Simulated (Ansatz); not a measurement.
Total energies of (MgSe)5 ring (Mg5Se5) from Ansatz at PBE0-D4/def2-SVP, gas phase (1 Eh = 27.2114 eV = 2625.5 kJ/mol). The reference geometry is relaxed at PBE-D4/def2-SVP.

```tsv
state	geometry	energy (Eh)
charge 0 singlet	reference	-13004.94618
charge 1 doublet	reference	-13004.65052
free Mg atom (singlet)	–	-199.88967
free Se atom (triplet)	–	-2400.91098
```

Q: Work out the vertical ionisation energy to the doublet.

A: E(charge 1 doublet) − E(charge 0 singlet) = -13004.65052 − (-13004.94618) = 0.29566 Eh = 8.05 eV. For comparison, −ε of the highest occupied level is 6.79 eV at this level, 1.26 eV less.

Q: What is the binding energy per atom against free atoms?

A: Atoms: 5 × (-199.88967) + 5 × (-2400.91098) = -13004.00325 Eh. Binding: -13004.00325 − (-13004.94618) = 0.94293 Eh = 25.66 eV, or 2.57 eV for each of 10 atoms (no zero-point energy, no counterpoise term).
